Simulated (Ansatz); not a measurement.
Relaxation of a periodic cell of 17 atoms, LiBe₁₆ (host Be, host structure hcp, interstitial Li), to a largest force component of 0.03 eV/Å in at most 60 steps.

Level of theory: Ansatz 0.2.0, DFT PBE, scalar-relativistic, plane waves, PAW. Settings: cutoff 420 eV, k mesh 5x5x3, gaussian smearing 0.15 eV, no spin polarisation.

```xyz
17
Lattice="-2.2900 -3.9664 0.0000 3.4350 -1.9832 0.0000 0.0000 0.0000 7.1769" Properties=species:S:1:pos:R:3
Be 0.000 -3.966 0.000
Be 0.000 -2.644 1.794
Be 0.000 -3.966 3.588
Be 0.000 -2.644 5.383
Be -1.145 -1.983 0.000
Be 2.290 -2.644 1.794
Be -1.145 -1.983 3.588
Be 2.290 -2.644 5.383
Be 1.145 -1.983 0.000
Be 1.145 -0.661 1.794
Be 1.145 -1.983 3.588
Be 1.145 -0.661 5.383
Be 0.000 0.000 0.000
Be 1.145 -4.627 1.794
Be 0.000 0.000 3.588
Be 1.145 -4.627 5.383
Li -0.012 -1.370 6.338
```

Q: Where does it end, and by what steps?

A: The run converged. Limits of this set-up: coarse k mesh. After 11 steps the energy has fallen by 4.635 eV; Be5 moved furthest, 1.13 Å.

```csv
step,energy less start (eV),largest force component (eV/Å),accepted
0,0.0000,4.097,yes
1,-1.9858,2.689,yes
2,-3.6285,0.614,yes
3,-3.7245,0.732,yes
4,-3.9395,0.368,yes
5,-4.0847,0.433,yes
6,-4.2715,0.521,yes
7,-4.4066,0.399,yes
8,-4.5626,0.180,yes
9,-4.6268,0.112,yes
10,-4.6338,0.038,yes
11,-4.6349,0.008,yes
```

```xyz
17
Lattice="-2.2900 -3.9664 0.0000 3.4350 -1.9832 0.0000 0.0000 0.0000 7.1769" Properties=species:S:1:pos:R:3
Be -0.603 -3.739 -0.053
Be 0.247 -2.758 1.771
Be 0.150 -4.017 3.539
Be 0.248 -2.759 5.307
Be -2.229 -1.672 -0.047
Be 2.379 -2.645 1.775
Be -0.953 -2.007 3.540
Be 2.378 -2.644 5.303
Be 1.467 -1.775 -0.051
Be 1.180 -0.718 1.777
Be 1.291 -2.010 3.538
Be 1.178 -0.719 5.297
Be -0.114 0.237 -0.046
Be 1.403 -4.701 1.769
Be 0.122 -0.016 3.539
Be 1.403 -4.702 5.313
Li -0.397 -1.746 7.127
```

Whether the end is a true minimum wasn't checked by a vibrational analysis.

The run took 86 s on 1 thread of Intel(R) Xeon(R) Platinum 8488C (Sapphire Rapids) (shared host), peak memory 0.48 GiB.
